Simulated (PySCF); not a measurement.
## [C4H8O3S]+: g tensor and hyperfine couplings

Compound: C4H8O3S (charge +1 and doublet state).
Structure used (GFN2-xTB), in Å, numbered top down from 1:
```
atom  x, y, z in Å
C1    -2.8595    0.3869    0.4160
C2    -1.8841   -0.4799    0.0543
C3    -0.6296   -0.0598   -0.5118
S4     0.4399    0.3137    1.0727
O5     0.5486   -0.9344    1.7294
O6    -0.2025    1.4338    1.6357
O7     1.7621    0.7398    0.3650
C8     2.8114   -0.1919    0.1504
H9    -2.7034    1.4562    0.4030
H10   -3.8323    0.0394    0.7311
H11   -2.0245   -1.5429    0.2185
H12   -0.0658   -0.8286   -1.0301
H13   -0.6328    0.9041   -1.0129
H14    2.6290   -1.1044    0.7201
H15    2.8997   -0.3991   -0.9176
H16    3.7361    0.2761    0.4998
```

The hyperfine couplings belong to this conformer and change with its torsions.

The species is `[CH2+][CH]CS(=O)(=O)OC` [radical] (charge +1).

Theory: PySCF 2.14.0, UKS B3LYP, pcH-1 on C H O S, non-relativistic, mean-field spin-orbit, GIAO. The structure is a single GFN2-xTB conformer in the gas phase; no vibrational or solvent corrections. A GFN2-xTB geometry isn't a minimum of the functional, and hyperfine couplings can be far from their values at a DFT geometry, by a factor of two or more for some ions and for spin on atoms past the first row. The SCF solution wasn't tested for stability.

| Item | Value |
| --- | --- |
| g1, g2, g3 | 2.00291, 2.00498, 2.00687 |
| g_iso | 2.00492 |
| Form of g | rhombic: the two nearest values differ by 48 % of g3 − g1 |
| ⟨S²⟩ | 0.7562 (exact 0.7500) |
| α and β electrons | 36, 35 |
| HOMO–LUMO gap, α and β orbitals | 6.13, 2.87 eV |
| Basis functions | 290 |

Isotropic coupling and dipolar principal values T1 to T3, in MHz; ρ(0) is the spin density at the nucleus:

| atom | isotope | a_iso | of which spin–orbit | T1 | T2 | T3 | Mulliken spin population | ρ(0) (bohr⁻³) |
| --- | --- | --- | --- | --- | --- | --- | --- | --- |
| C1 | 13C | 30.8 | 0.0 | -39.3 | -38.0 | 77.3 | 0.48 | 0.0275 |
| C2 | 13C | -6.2 | 0.0 | -17.7 | -12.3 | 30.0 | 0.15 | -0.0055 |
| C3 | 13C | -5.9 | 0.0 | -13.9 | -12.0 | 25.9 | 0.09 | -0.0052 |
| S4 | 33S | 9.9 | 0.0 | -6.6 | -5.4 | 12.1 | 0.05 | 0.0289 |
| O5 | 17O | -0.7 | -0.3 | -28.6 | 14.1 | 14.5 | 0.08 | 0.0007 |
| O6 | 17O | 0.6 | -0.2 | -25.8 | 12.6 | 13.1 | 0.07 | -0.0014 |
| O7 | 17O | -7.2 | -0.3 | -31.2 | 15.3 | 15.9 | 0.08 | 0.0114 |
| C8 | 13C | -4.0 | 0.0 | -1.3 | -0.6 | 1.9 | 0.00 | -0.0036 |
| H9 | 1H | -25.1 | 0.0 | -17.2 | -4.0 | 21.2 | -0.02 | -0.0056 |
| H10 | 1H | -24.7 | 0.0 | -18.5 | -4.0 | 22.4 | -0.02 | -0.0055 |
| H11 | 1H | -1.8 | 0.0 | -8.2 | -4.1 | 12.2 | 0.00 | -0.0004 |
| H12 | 1H | 10.4 | 0.0 | -7.0 | -1.6 | 8.6 | 0.00 | 0.0023 |
| H13 | 1H | 20.9 | 0.0 | -4.5 | -2.9 | 7.4 | 0.01 | 0.0047 |
| H14 | 1H | 1.0 | 0.0 | -1.6 | -0.4 | 2.0 | 0.00 | 0.0002 |
| H15 | 1H | 11.5 | 0.0 | -1.4 | -1.1 | 2.5 | 0.00 | 0.0026 |
| H16 | 1H | 30.7 | 0.0 | -1.7 | -0.9 | 2.6 | 0.01 | 0.0069 |

The Mulliken spin populations are largest on C1 (+0.48), C2 (+0.15), C3 (+0.09) and O7 (+0.08).

C2, the radical centre as drawn in `[CH2+][CH]CS(=O)(=O)OC`, holds a spin population of +0.15 out of 1.

Axes: g3 points within 14° of the C1–C2 bond.

Under fast tumbling the dipolar parts average out, and these isotropic splittings remain: 1 × 1H (H9, I = 1/2, 2 lines) with 0.89 mT, 1 × 1H (H10, I = 1/2, 2 lines) with 0.88 mT, 2 × 1H (H12/H13, I = 1/2, 3 lines) with 0.56 mT, 3 × 1H (H14/H15/H16, I = 1/2, 4 lines) with 0.51 mT and 1 × 1H (H11, I = 1/2, 2 lines) with 0.07 mT.

Nuclei that the bonding pattern makes equivalent are averaged, as if the motion that swaps them (rotation, inversion, ring flip) were fast. H9 and H10 aren't averaged: C1 is flat or nearly so (angle sum 360°), and its turn about the short C1–C2 bond (1.35 Å) is taken as slow. The three 1H nuclei of mean +14.4 MHz run from 1.0 to 30.7 MHz in the frozen geometry. The 1H value of +15.6 MHz is a mean of couplings from 10.4 to 20.9 MHz in this one geometry, not an average over conformers.

The 17O coupling of O7 (-7.2 MHz) shows only in satellite lines or after enrichment, since that isotope makes up about 0.038 % of natural oxygen.

The 33S coupling of S4 (9.9 MHz) shows only in satellite lines or after enrichment, since that isotope makes up about 0.76 % of natural sulfur.

β density exceeds α density at some nuclei, such as H9 (-0.0056), H10 (-0.0055) and C2 (-0.0055), spin density in bohr⁻³. In a single determinant that takes different orbitals for the two spins, that is spin polarisation.
